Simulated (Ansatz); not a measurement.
SnH4BrF, singlet: a relaxation.

Input (in.yaml):

```yaml
crystal:
  periodic: [false, false, false]
  atoms:
    - {symbol: Sn, position_ang: [-0.592486, -0.549684, 0.039395]}
    - {symbol: F, position_ang: [1.457261, -0.200598, -0.444768]}
    - {symbol: H, position_ang: [-0.276043, -2.168409, -0.406487]}
    - {symbol: H, position_ang: [-1.617853, 0.204147, -1.072142]}
    - {symbol: H, position_ang: [-0.856368, -0.410496, 1.702791]}
    - {symbol: H, position_ang: [1.388610, 0.872563, -0.183530]}
    - {symbol: Br, position_ang: [0.496879, 2.252576, 0.364741]}
basis:
  gaussian: {orbitals: pcseg-2}
hamiltonian: {xc: hf}
relax: {f_tol: 0.01, max_steps: 60, escape_saddle: false}
```

Launched with

```bash
ansatz run in.yaml --threads 4 --pin off --events-out ev --progress --plain --max-ram 9574MiB
```

What Ansatz 0.2.0 printed:

```
Functional definition: HF
  name "HF"
  cite "Fock, Z. Phys. 61, 126 (1930) doi:10.1007/BF01340294"
  parent pbe
  exchange = exact_x
  correlation = 0
Error: . the basis set pcseg-2 has no functions for Sn
```

Hardware: 4 CPU threads of an Arm Neoverse V2, shared host. Wall time about 0.05 s.


The program refused the input.